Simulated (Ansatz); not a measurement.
`CCCCCS` + `CCCCCC` → `CCCCCCCCCCC` + H₂S  (formal exchange of groups at a C–S bond)

Gas-phase electronic energies from Ansatz, PBE0-D4/def2-TZVP geometries. CCSD(T)/CBS adds triple-zeta CCSD(T) − MP2 to the extrapolated MP2 energy (def2 sets, frozen cores). This one scheme is used for every species. Functionals use def2-TZVPP. B3LYP here is the variant with VWN-RPA as its local correlation; programs differ in this. Each species was taken in one conformer, which may not be the lowest.

Question: Is it downhill or uphill in electronic energy at CCSD(T)/CBS, and by how much? (An estimate is asked.)

Answer: Computed: Downhill: ΔE = -0.11 eV.

Question: What do these levels give: B3LYP, HF/def2-TZVPP, MP2/def2-TZVPP, SCS-MP2/def2-TZVPP, CCSD/def2-TZVPP, HF/CBS(def2)? (Estimate.)

Answer: Computed: B3LYP -0.04, HF/def2-TZVPP -0.09, MP2/def2-TZVPP -0.10, SCS-MP2/def2-TZVPP -0.10, CCSD/def2-TZVPP -0.14, HF/CBS(def2) -0.10 eV.

Largest T1 diagnostic among the species: 0.009.
